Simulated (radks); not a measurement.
The numbers below are computed, except where a source is named.
Trend from B to Tl: ionisation energy by Delta-SCF between NIST ground configurations, and size. Level of theory: Dirac Kohn-Sham, PBE, spin-unpolarised, spherical densities, finite nucleus; open shells are shared between the two j in proportion to 2j + 1; Fermi nuclear charge, rms radius of each element as measured or else 0.836 A^(1/3) + 0.57 fm (a radial shooting solver on a logarithmic mesh with Libxc functionals).

| species | configuration | IE (eV) | NIST (eV) | kind | outermost | <r> outermost (bohr) | r at 0.001 e/bohr^3 (bohr) |
|---|---|---|---|---|---|---|---|
| B | [He] 2s2 2p1 | 8.219 | 8.298 | exp. | 2p3/2 | 2.30 | 3.90 |
| Al | [Ne] 3s2 3p1 | 5.761 | 5.986 | exp. | 3p3/2 | 3.45 | 4.55 |
| Ga | [Ar] 3d10 4s2 4p1 | 5.690 | 5.999 | exp. | 4p3/2 | 3.45 | 4.41 |
| In | [Kr] 4d10 5s2 5p1 | 5.374 | 5.786 | exp. | 5p3/2 | 3.81 | 4.63 |
| Tl | [Hg] 6p1 | 5.275 | 6.108 | exp. | 6p3/2 | 4.05 | 4.58 |

Reference values: NIST Atomic Spectra Database (measured). Spin polarisation and multiplet splitting are left out, so open shells lie too high by an amount that depends on their filling. Sharing an open shell by 2j + 1 raises it above the true ground level by a part of the spin-orbit splitting, which enters the differences from NIST.

Beside tabulated values, note that spin-unpolarised runs miss the spin-polarisation part of the exchange energy of open shells.
